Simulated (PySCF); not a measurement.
**Calculated NMR parameters of O=C(OC(F)(F)F)C(F)F**

```
Formula                 : C3HF5O2
SMILES                  : O=C(OC(F)(F)F)C(F)F
InChI                   : InChI=1S/C3HF5O2/c4-1(5)2(9)10-3(6,7)8/h1H
Degrees of unsaturation : 1
Carbon signals          : 3
Proton signals          : 1
```

Numbering as in the mapped SMILES `[O:1]=[C:2]([O:3][C:4]([F:5])([F:6])[F:7])[CH:8]([F:9])[F:10]`; H(Xn) means a hydrogen on atom n.

- shieldings: GIAO PBE0/pcSseg-1
- coordinates at the GFN2-xTB level
- run in PySCF
- no relativistic terms, single conformer, averaged over atoms made equivalent by symmetry, fast rotation or ring inversion, no solvent model

Referencing at the same level of theory: $^{1}$H and $^{13}$C vs TMS; CFCl3 for $^{19}$F; H2O for $^{17}$O.

| carbon | δC, type | δH (multiplicity) | HMBC from (2–3 bonds) | span of the C tensor (ppm) |
| --- | --- | --- | --- | --- |
| C2 | 163.1, C | – | H(C8) | 185 |
| C4 | 129.2, C | – | – | 10 |
| C8 | 116.0, CH | 6.31 (m) | – | 26 |

Other nuclei:
```csv
atoms,nucleus,environment,δ (ppm),σ (ppm)
F5/F6/F7,$^{19}$F,fluorine of an OCF3 group,-73.1,244.0
F9/F10,$^{19}$F,fluorine of a CF2 group,-139.9,310.8
O1,$^{17}$O,ester carbonyl oxygen,477.3,-141.2
O3,$^{17}$O,ester alkoxy oxygen,247.2,88.9
```

- Carbon types of the structure: 2 × C, 1 × CH, which accounts for all hydrogens.
- δC 163.1: ester carbonyl carbon; it is a carbonyl in resonance with an O or N lone pair, the region of acids, esters and amides.
- δC 129.2: CF3 carbon; 4 electronegative neighbours deshield it.
- δC 116.0: sp3 CH bonded to 2 F, α to a carbonyl; 2 electronegative neighbours deshield it.
- δH 6.31: hydrogen on an sp3 CH bonded to 2 F, α to a carbonyl; its carbon carries F, hence the downfield position.

Splittings by $^{19}$F in the carbon and heteronuclear signals aren't shown, as no couplings were computed. Shifts are as computed. Against solution values, carbons near 30 ppm lie about +3 ppm off and those near 130 ppm about +5 ppm. Of 1313 compounds with measured shifts, 239 miss one by over three times the rms of a fit or turn the order of signals round; such compounds aren't used in these exercises. Unscaled 19F shifts against computed CFCl3 carry errors that often reach 10 to 50 ppm. Unscaled 17O shifts of doubly bonded oxygen tend to come out too high, by tens of ppm or more. Experimental scales use liquid or dissolved standards, which lie at an offset from isolated H2O (liquid H2O: subtract about 36 ppm).
